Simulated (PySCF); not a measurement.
C6H8FN.
SMILES with atom numbers: `[CH3:1]/[C:2]([C:3]#[N:4])=[C:5](/[CH3:6])[CH2:7][F:8]` (hydrogens: H9, H10, H11 on C1; H12, H13, H14 on C6; H15, H16 on C7)

Geometry (PBE0-D3(BJ)/def2-SVP, Å), atoms numbered from 1 in this order:
```
atom  x, y, z in Å
C1     1.9504   -0.0595    0.2715
C2     0.6480    0.6951    0.1792
C3     0.7185    2.1237    0.1815
N4     0.8107    3.2811    0.1891
C5    -0.5562    0.0822    0.0995
C6    -1.8622    0.7948    0.0078
C7    -0.6018   -1.4198    0.1036
F8    -1.8835   -1.8859    0.0211
H9     2.0977   -0.7124   -0.6041
H10    2.8052    0.6255    0.3237
H11    1.9796   -0.7000    1.1680
H12   -2.3915    0.5071   -0.9141
H13   -1.7310    1.8838    0.0218
H14   -2.5199    0.4986    0.8397
H15   -0.0241   -1.8260   -0.7471
H16   -0.1431   -1.8163    1.0281
```

Computed with PBE0-D3(BJ)/def2-SVP geometry optimisation, gas phase in PySCF 2.14.0.

Take the most abundant isotopes and a rigid rotor. The values belong to one conformer with, in the numbering `[CH3:1]/[C:2]([C:3]#[N:4])=[C:5](/[CH3:6])[CH2:7][F:8]`, C2–C5–C7–F8 180°.

(1) What are A, B and C (MHz)?

(2) Classify the top.

(3) What does the inertial defect say?

(4) Give the other two planar moments, Paa and Pbb, and the rms extents of the mass along the axes.

(5) Which types of transition are allowed, and where do some lines up to J = 3 fall?

Results:

(1) Ia = 137.23, Ib = 395.38, Ic = 523.12 u·Å²; 505379 MHz·u·Å²/I gives A = 3683, B = 1278, C = 966.1 MHz.

(2) An asymmetric top; Ray's κ = -0.770.

(3) Not planar: Δ = Ic − Ia − Ib = -9.49 u·Å². For a rigid frame Δ = −2 Σ m c², so Σ m c² = 4.74 u·Å² lies off the ab plane, practically all of it from hydrogen. The atom farthest from that plane is 0.89 Å away.

(4) Paa = Σ m a² = (Ib + Ic − Ia)/2 = 390.64 and Pbb = Σ m b² = (Ia + Ic − Ib)/2 = 132.49 u·Å². With the mass M = 113.06 u, the rms extents √(P/M) along a, b and c are 1.86, 1.08, 0.20 Å.

(5) The dipole components are |μa| = 2.76 D, |μb| = 2.45 D, |μc| = 0.00 D; the mirror of this Cs structure is the ab plane, so μc vanishes by symmetry (the 0.01 D computed is a residue) and there are no c-type lines. Intensities carry the squares of the components, which stand as 1.00 : 0.79 (a : b). Some lines, for components of 0.1 D or more:

```csv
type,branch,"J(Ka,Kc)",MHz,lower level (cm⁻¹)
b,R,"2(0,2) ← 1(1,1)",2056,0.155
b,Q,"2(1,1) ← 2(0,2)",3057,0.224
a,R,"2(1,2) ← 1(1,1)",4176,0.155
b,R,"1(1,1) ← 0(0,0)",4649,0.000
a,R,"3(1,3) ← 2(1,2)",6248,0.294
a,R,"3(2,2) ← 2(2,1)",6733,0.566
b,Q,"2(2,1) ← 2(1,2)",8150,0.294
b,R,"3(1,3) ← 2(0,2)",8368,0.224
b,Q,"3(2,2) ← 3(1,3)",8635,0.503
b,R,"2(2,1) ← 1(1,0)",12014,0.165
b,Q,"3(3,1) ← 3(2,2)",12820,0.791
b,R,"3(2,1) ← 2(1,2)",15024,0.294
b,R,"3(3,1) ← 2(2,0)",19524,0.567
b,R,"3(3,0) ← 2(2,1)",19554,0.566
```

Not checked by PBE0-D3(BJ)/def2-SVP frequencies. These are rigid-rotor constants of the computed structure; measured ground-state constants (B0) also hold zero-point vibration. A rigid rotor knows nothing of internal rotation, which can split or shift real lines. Quadrupole hyperfine structure (14N) is left out.

Cost: about 50 s of CPU time on one thread; the machine was shared, so the figure is rough. That covers the optimisation of the geometry.
